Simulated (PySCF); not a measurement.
## Ni (nickel, neutral) across methods

[Ar] 3d7 4s2 4p1, one real determinant (an excited configuration). All numbers are calculated (PySCF 2.14, no relativity, point nucleus, in def2-TZVPPD (6s6p4d2f1g, 67 functions)).

```
   method  E (hartree)  mean ε 4s α (eV)  mean ε 4s β (eV)  mean ε 4p α (eV)  Σ⟨r²⟩ (bohr²)   ⟨S²⟩
      UHF  -1506.61168           -11.559            -9.329            -5.691          44.68  6.010
    HSE06    -1507.723            -8.915            -7.596            -3.476          43.39  6.005
     BP86    -1508.151            -8.405            -7.338            -3.135          43.30  6.004
     PBE0    -1507.713            -9.279            -7.919            -3.870          43.38  6.006
      PBE    -1507.674            -8.272            -7.154            -3.059          43.50  6.004
  r2SCANh    -1507.916            -8.886            -7.588            -3.591          43.16  6.009
CAM-B3LYP    -1508.039           -10.608            -9.291            -4.855          43.31  6.005
   r2SCAN    -1507.923            -8.509            -7.287            -3.297          43.12  6.009
```

(1) Estimate the same row for LDA.

⟨L²⟩ = 13.92 against 20 for a pure G term, so this real determinant mixes terms.

Results:

(1) E (hartree) = -1505.227; mean ε 4s α (eV) = -8.467; mean ε 4s β (eV) = -7.404; mean ε 4p α (eV) = -3.059; Σ⟨r²⟩ (bohr²) = 43.24; ⟨S²⟩ = 6.003.
